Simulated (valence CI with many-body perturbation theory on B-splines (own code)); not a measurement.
## Which ion has this spectrum?

A relativistic CI+MBPT calculation for an atom or ion with 22 electrons gives these levels (eV):

| J | Parity | E | g |
| --- | --- | --- | --- |
| 0 | even | 0.000 |  |
| 1 | even | 24.047 | 1.49 |
| 4 | even | 33.902 | 1.09 |
| 2 | even | 33.981 | 1.29 |
| 3 | even | 37.282 | 1.19 |
| 0 | even | 55.350 |  |
| 4 | even | 57.548 | 1.15 |
| 2 | even | 57.672 | 1.14 |
| 3 | even | 59.362 | 1.12 |
| 5 | even | 62.761 | 1.08 |
| 6 | even | 65.149 | 1.08 |
| 1 | even | 65.361 | 1.16 |
| 4 | even | 68.994 | 1.03 |
| 3 | even | 69.493 | 1.11 |

The energies are calculated, and their last digits are not significant.

Which is it?
A. Eu41+
B. Gd42+
C. Sm40+
D. Pm39+

C. Sm40+, ground level (3d3/2^4) J=0.
